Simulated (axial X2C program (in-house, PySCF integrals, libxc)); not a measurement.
Excited states of PbF⁻ by EOM-EE-CCSD

Computed with an in-house all-electron X2C program for linear molecules (integrals from PySCF): two-component X2C with atomic mean-field Coulomb and Gaunt terms, Gaussian nuclei, basis Pb dyall-acv3z, F dyall-av3z with contracted cores.

R = 2.202 Å (near the PBE0 minimum at charge -1 of the determinant lowest at the starting distance; the state shown can have its own minimum elsewhere).

Vertical excitation energies from the closed-shell determinant state of PbF⁻:

```tsv
Ω	excitation (eV)	cm⁻¹	hole of the leading pair	particle of the leading pair	weight of the pair (for Ω = 0 its time-reversed partner can hold as much again)	singles weight
1	0.468	3776	86% Pb pπ	90% Pb pπ	0.97	0.97
2	0.942	7599	86% Pb pπ	90% Pb pπ	0.95	0.96
0⁻	1.488	11999	85% Pb pπ	68% Pb pσ, 21% Pb sσ	0.48	0.96
0⁺	1.506	12149	85% Pb pπ	68% Pb pσ, 21% Pb sσ	0.48	0.95
1	1.582	12761	85% Pb pπ	69% Pb pσ, 21% Pb sσ	0.94	0.95
0⁻	2.021	16297	85% Pb pπ	84% Pb pπ, 9% Pb sσ	0.48	0.96
1	2.033	16401	85% Pb pπ	91% Pb pπ	0.96	0.96
0⁺	2.157	17397	85% Pb pπ	50% Pb sσ, 28% Pb pπ, 10% Pb pσ	0.47	0.95
0⁻	2.210	17826	85% Pb pπ	60% Pb sσ, 14% Pb pσ, 12% Pb dσ	0.48	0.96
1	2.246	18115	85% Pb pπ	99% Pb pπ	0.94	0.95
```

This point took 50 s on 1 thread of Arm Neoverse V1, on a shared host.

Reference electrons by ω block (each with its −ω partner): 1/2: 27, 3/2: 13, 5/2: 5, 7/2: 1. 12 electrons of PbF⁻ correlated (inner shells frozen), 88 natural virtual spinors (a truncated set); levels can be off by some tenths of an eV. Roots sought by Ω: (0: 5, 1: 4, 2: 3, 3: 1); rows need 60 % singles weight and stop where some Ω has no more roots. Missing are any skipped roots, higher Ω and states of a further excitation; these come out far too high here and may in truth be low or lowest. T1 of the reference 0.018 (Lee–Taylor). The highest Hartree–Fock level of the anion lies at -1.08 eV; relaxation, partly offset by correlation, puts the detachment threshold some tenths of an eV to over one eV lower in magnitude, and states above it are held by the basis set and are not bound. Number of frozen shells: Pb 5 s, 4 p, 3 d, 1 f; F 1 s.
